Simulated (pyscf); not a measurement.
H₂N–Si(OH)(OH)–F, singlet

Gas-phase minimum from PySCF at ωB97X-D3(BJ)/def2-SVP, one conformer. 

```
Si
F 1 1.6237
O 1 1.6454 2 110.24
H 3 0.9630 1 115.78 2 -85.78
O 1 1.6514 2 109.08 3 -115.50
H 5 0.9625 1 116.14 2 -65.89
N 1 1.7029 2 104.41 5 -122.32
H 7 1.0135 1 121.15 2 -168.22
H 7 1.0139 8 111.82 1 -148.45
```
Charge 0, spin multiplicity 1.

Properties at ωB97X-D3(BJ)/def2-SVP:

| Property | Result |
|---|---|
| Harmonic wavenumbers, unscaled | 134, 197, 227, 295, 336, 351, 365, 387, 412, 769, 802, 817, 828, 955, 978, 1012, 1547, 3634, 3731, 3933, 3940 cm⁻¹ |
| Zero-point energy | 36.7 kcal/mol |
| Rotational symmetry number | 1 |
| Entropy of this conformer at 298 K and 1 atm, rigid rotor and harmonic oscillator, modes under 100 cm⁻¹ raised to 100 | 337.9 J/(mol K) |
| Dipole moment | 1.68 D |

Single-point totals, which compare only within one level:

| level | total energy (hartree) |
|---|---|
| ωB97X-D3(BJ)/def2-TZVP | -597.38057 |
| PBE/def2-TZVP | -596.83900 |
| r²SCAN/def2-TZVP | -597.14623 |
| B3LYP-D3(BJ)/def2-TZVP | -597.34452 |
| PBE0-D3(BJ)/def2-TZVP | -596.87556 |
| M06-2X/def2-TZVP | -597.18829 |
| ωB97M-D3(BJ)/def2-TZVP | -597.42217 |

Soft torsions are taken as harmonic, which can shift the entropy by several J/(mol K).
